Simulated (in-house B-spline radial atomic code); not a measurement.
La2+ is squeezed into an impenetrable sphere of radius R (the orbitals vanish at R). Computed with a radial B-spline atomic code at the basis-set limit: Dirac-Kohn-Sham LDA VWN5, spherical fractional occupations, Fermi nucleus of rms radius 4.855 fm.

Energies in eV above the free ion in [Xe] 5d1:

```
R (bohr)  highest level (eV)  [Xe] 5d1  [Kr] 4d10 5s2 5p5 5d2  [Xe] 5f1
    7.69               -14.7   0.01123                  20.61     12.34
    6.86               -14.7   0.04185                  20.66     13.22
    5.35               -14.1    0.4433                  21.28     16.88
    4.25               -11.8     2.911                  24.73     24.69
     3.6               -7.46     10.31                  33.86     37.74
    2.82                8.55     54.61                  83.56     93.55
    2.73                12.1     66.84                  96.85     107.6
    2.09                64.4     302.7                  345.6     358.6
    1.65                 173     972.4                   1032      1036
     1.4                 312      2053                   2122      2112
```

(1) Does [Kr] 4d10 5s2 5p5 5d2 fall below [Xe] 5d1 under compression?

(2) Does [Xe] 5f1 fall below [Xe] 5d1 under compression?

The highest level is first positive in the row R = 2.82 bohr, pushed up by confinement above the zero of the free ion's potential. Each configuration is held fixed and needn't be the lowest in the sphere.

Results:

(1) No, it stays above over the whole range.

(2) No, it stays above over the whole range.
